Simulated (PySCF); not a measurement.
A geometry optimisation, as run on `C[C@@H]1[C@@H](F)C[C@H]1C(=O)Br`.

The calculation used PySCF 2.14.0, PBE/6-31G* geometry optimisation, gas phase.

Input of the driver that calls PySCF (job settings, then Cartesian coordinates in Å, the GFN2-xTB start):

```
{"job": {"xc": "PBE", "basis": "6-31G*", "grid": 1, "kind": "geom"}, "charge": 0, "multiplicity": 1}
C     -0.9209     1.5601     0.7322
C     -0.3714     0.5258    -0.2272
C     -1.2145    -0.7364    -0.4813
F     -1.7374    -0.8281    -1.7433
C      0.0096    -1.6220    -0.2239
C      0.7688    -0.3927     0.3051
C      2.0902    -0.1273    -0.3039
O      2.6916    -0.7195    -1.1262
Br     2.8490     1.5628     0.3996
H     -1.2208     1.0959     1.6694
H     -1.7879     2.0482     0.2936
H     -0.1687     2.3167     0.9427
H     -0.0978     0.9914    -1.1764
H     -2.0457    -0.8761     0.2150
H     -0.1260    -2.4425     0.4750
H      0.4321    -2.0010    -1.1526
H      0.8429    -0.3434     1.3922
```

The driver printed:

```
step   0  E = -2981.47617577  max force = 0.027729
step   1  E = -2981.48067075  max force = 0.002868
step   2  E = -2981.48082057  max force = 0.002272
step   3  E = -2981.48098972  max force = 0.002924
step   4  E = -2981.48125654  max force = 0.004126
step   5  E = -2981.48164371  max force = 0.007779
step   6  E = -2981.48190001  max force = 0.003096
step   7  E = -2981.48197958  max force = 0.001384
step   8  E = -2981.48201275  max force = 0.000555
step   9  E = -2981.48201580  max force = 0.000405
optimisation converged
```

Energies are in Eh and forces in Eh/bohr. The run used 160 basis functions and 78 SCF iterations in all.

Time: 59 s wall, 5.7 min CPU; peak memory 1.1 GiB. Hardware: 4 threads of an Intel Xeon 6975P-C, no GPU, shared host with 192 logical CPUs at a one-minute load of 115.

Question: How much energy does the optimisation gain, and how much of it in the first step?

Answer: 3.7 kcal/mol (159 meV) from step 0 to step 9; the first step changes the energy by -2.8 kcal/mol. The largest force component goes from 0.0277 to 0.00040 Eh/bohr.

Final geometry (Å):

```xyz
17
angstrom
C      1.0678    3.6390    1.6384
C      1.5755    2.4649    0.8195
C      0.7206    1.1845    0.6576
F     -0.0482    1.0962   -0.4914
C      1.9918    0.3174    0.7194
C      2.6936    1.5160    1.4130
C      4.0929    1.8297    0.9822
O      4.6989    1.4078    0.0400
Br     4.9335    3.2437    2.1767
H      0.7443    3.3135    2.6431
H      0.2044    4.1116    1.1385
H      1.8504    4.4054    1.7674
H      1.8900    2.7801   -0.1925
H      0.0589    1.0264    1.5310
H      1.9572   -0.6418    1.2576
H      2.4034    0.1669   -0.2914
H      2.6311    1.4933    2.5119
```

Point group C1. Not checked by PBE/6-31G* frequencies. After the best overlay, start and end differ by 0.28 Å (root mean square over atoms). The end geometry stands in another orientation or position than the input.

Bond lengths before and after (atoms numbered from 1 in input order):

| bond | start (Å) | end (Å) | change (Å) |
| --- | --- | --- | --- |
| C1–C2 | 1.514 | 1.519 | +0.005 |
| C2–C3 | 1.539 | 1.548 | +0.009 |
| C2–C6 | 1.558 | 1.582 | +0.024 |
| C3–F4 | 1.369 | 1.385 | +0.016 |
| C3–C5 | 1.533 | 1.540 | +0.007 |
| C5–C6 | 1.539 | 1.552 | +0.013 |
| C6–C7 | 1.479 | 1.497 | +0.018 |
| C7=O8 | 1.178 | 1.197 | +0.019 |
| C7–Br9 | 1.982 | 2.033 | +0.051 |
| C1–H10 | 1.088 | 1.105 | +0.017 |
| C1–H11 | 1.087 | 1.104 | +0.017 |
| C1–H12 | 1.087 | 1.103 | +0.016 |
| C2–H13 | 1.092 | 1.106 | +0.014 |
| C3–H14 | 1.093 | 1.107 | +0.014 |
| C5–H15 | 1.086 | 1.100 | +0.014 |
| C5–H16 | 1.088 | 1.102 | +0.014 |
| C6–H17 | 1.091 | 1.101 | +0.010 |
